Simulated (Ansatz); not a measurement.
Ansatz (an electronic-structure program) input (CCSD(T)/def2-SVPD):

Ansatz 0.2 input:
```yaml
crystal:
  periodic: [false, false, false]
  atoms:
    - {symbol: Be, position_ang: [-0.00000000, -0.00000000, -1.40761641]}
    - {symbol: O, position_ang: [0.00000000, 0.00000000, 0.00000000]}
    - {symbol: Be, position_ang: [0.00000000, 0.00000000, 1.40761641]}
basis:
  gaussian:
    orbitals: def2-SVPD
magnetization: {spin_polarized: true, initial_magnetization: 2}
correlation: {method: ccsd_t, electrons: outside_noble_gas}
output: {forces: true}
```

Output:

```
Functional definition: HF
integrals: 0.03 GiB planned
529 factors; integrals over basis functions are off by at most 9.7e-5 eV
mean field: 0.08 GiB planned
mean field evaluation 1: about -2827.2146 eV, gradient 3.2e1 eV
mean field evaluation 2: about -2827.2696 eV, gradient 3.2e1 eV
mean field evaluation 4: about -2832.2869 eV, gradient 3.0e0 eV
mean field evaluation 8: about -2832.4754 eV, gradient 2.1e-1 eV
mean field evaluation 16: about -2829.6751 eV, gradient 2.6e1 eV
mean field evaluation 32: about -2826.4136 eV, gradient 4.1e-3 eV
mean field evaluation 64: about -2825.5725 eV, gradient 3.6e-2 eV
mean field -2832.47660695 eV, -104.0915953840 hartree, gradient 2.7e-6 eV, S^2 2.004274; 0 other end points of the search recorded, 0 dependent functions left out
3 core orbitals not correlated
reference -2832.47660695 eV, -104.0915953840 hartree; 6, 4 occupied and 38, 40 virtual orbitals, 529 factors
densities: 0.15 GiB planned
second order -6.09841700 eV of doubles, -0.00000000 eV of singles
coupled cluster: 0.12 GiB planned
cycle   1  -5.94922054 eV  change    1.5e-1 eV  update   7.4e-2
cycle   2  -6.11154649 eV  change   -1.6e-1 eV  update   2.3e-2
cycle   3  -6.16621257 eV  change   -5.5e-2 eV  update   1.3e-2
cycle   4  -6.16274105 eV  change    3.5e-3 eV  update   3.0e-3
cycle   5  -6.16167771 eV  change    1.1e-3 eV  update   1.3e-3
cycle   6  -6.16203040 eV  change   -3.5e-4 eV  update   4.2e-4
cycle   7  -6.16205852 eV  change   -2.8e-5 eV  update   1.7e-4
cycle   8  -6.16206172 eV  change   -3.2e-6 eV  update   5.4e-5
cycle   9  -6.16207027 eV  change   -8.6e-6 eV  update   2.2e-5
cycle  10  -6.16206812 eV  change    2.1e-6 eV  update   6.8e-6
cycle  11  -6.16207079 eV  change   -2.7e-6 eV  update   2.5e-6
cycle  12  -6.16207219 eV  change   -1.4e-6 eV  update   1.0e-6
perturbative correction -0.18037363 eV, -0.0066286086 hartree
the calculation of the forces begins
Total energy: -2838.81905277 eV, -104.3246759686 hartree
Atom 0 at    -0.000000    -0.000000    -1.407616 Å, force    -0.000000    -0.000000    -1.764505 eV/Å
Atom 1 at     0.000000     0.000000     0.000000 Å, force    -0.000000     0.000000     0.000000 eV/Å
Atom 2 at     0.000000     0.000000     1.407616 Å, force     0.000000     0.000000     1.764505 eV/Å
Dipole moment:    -0.000000    -0.000000    -0.000000 e Å
```

This is an excited triplet: at this geometry the singlet lies 0.19 eV lower at CCSD(T)/CBS(def2-TZVPPD,def2-QZVPPD).
